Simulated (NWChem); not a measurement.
# ammonium (NH4 cation); SMILES [NH4+]

Computed with NWChem. Each level has its own optimisation; frequencies are unscaled.

```csv
level,basis functions,r H–N (Å),highest harmonic frequency (cm⁻¹),lowest (cm⁻¹),zero-point energy (kcal/mol)
Hartree-Fock/3-21G,17,1.021,3574,1705,33.0
Hartree-Fock/pcseg-1,34,1.014,3711,…,33.0
Hartree-Fock/aug-pcseg-1,59,1.013,3685,1569,32.8
Hartree-Fock/pcseg-2,86,1.009,3688,1603,33.1
Hartree-Fock/def2-TZVPP,87,1.010,3687,1602,33.1
```

Problem. What belongs in the gaps?

Solution. 
- Hartree-Fock/pcseg-1, lowest (cm⁻¹): 1586
